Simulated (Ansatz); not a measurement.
Isolated molecules relaxed with PBE0-D4/def2-TZVP in Ansatz; ΔE leaves out vibrations. CBS: MP2 limit from def2 TZ/QZ plus the TZ coupled-cluster correction, frozen cores. def2 core potentials past Kr. For I, In outer-core shells are correlated without core-valence functions, which leaves a few kJ/mol of doubt a bond. Each species was taken in one conformer, which may not be the lowest.

Consider the redistribution: `C[N](C)[InH][F]` + `[AlH2][CH2]CI` → `[F][InH][CH2]I` + `CN(C)[CH2][AlH2]`.

```tsv
species	MP2/CBS(def2) energy (Eh)
`C[N](C)[InH][F]`	-424.57534
`[AlH2][CH2]CI`	-619.11893
`[F][InH][CH2]I`	-626.91144
`CN(C)[CH2][AlH2]`	-416.76025
```

Work out ΔE.

ΔE = (-626.91144) + (-416.76025) − (-424.57534) − (-619.11893) = 0.02258 Eh = +0.61 eV. CCSD(T)/CBS gives +0.59 eV.

Largest T1 diagnostic among the species: 0.016.
